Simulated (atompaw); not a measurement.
# Reading a pseudo-wave (Eu)

Columns: radius, all-electron u(r) and pseudo u(r) of the 5s shell (level -46.45 eV) of europium in the configuration [Kr] 4d10 4f6.5 5s2 5p6 5d0.5 6s2 6p0; PBE, scalar-relativistic, PAW (atompaw) scheme, atompaw 4.2.0.5.

```csv
r (bohr),all-electron,pseudo
0.113,0.0427,0.0946
0.227,0.2774,0.1950
0.340,-0.2988,0.3030
0.454,-0.5423,0.4216
0.567,-0.3458,0.5465
0.681,0.0418,0.6742
0.794,0.4218,0.7938
0.908,0.7157,0.8974
1.021,0.9006,0.9728
1.135,0.9926,1.0136
1.248,1.0118,1.0155
1.362,0.9803,0.9805
1.475,0.9172,0.9172
1.588,0.8363,0.8363
1.702,0.7470,0.7470
1.815,0.6579,0.6579
1.929,0.5718,0.5718
2.042,0.4929,0.4929
2.156,0.4210,0.4210
2.269,0.3577,0.3577
2.383,0.3020,0.3020
2.496,0.2542,0.2542
2.610,0.2129,0.2129
2.723,0.1780,0.1780
2.837,0.1482,0.1482
2.950,0.1233,0.1233
```

(1) How many radial nodes do the two functions have?

(2) At about which radius was the pseudo-wave matched?

(3) Is the pseudo-wave norm-conserving?

Results:

(1) The all-electron 5s function has n − l − 1 = 4 (the table is too coarse to show those close to the nucleus); the pseudo-wave has 0, since the states of the same l below it are removed with the core.

(2) 1.50 bohr. The columns agree to 0.0005 from 1.36 bohr on; several derivatives are matched, so the curves merge somewhat inside the radius.

(3) No, it belongs to a PAW set: the norm inside the radius is not constrained, and the difference is carried by the augmentation charge.
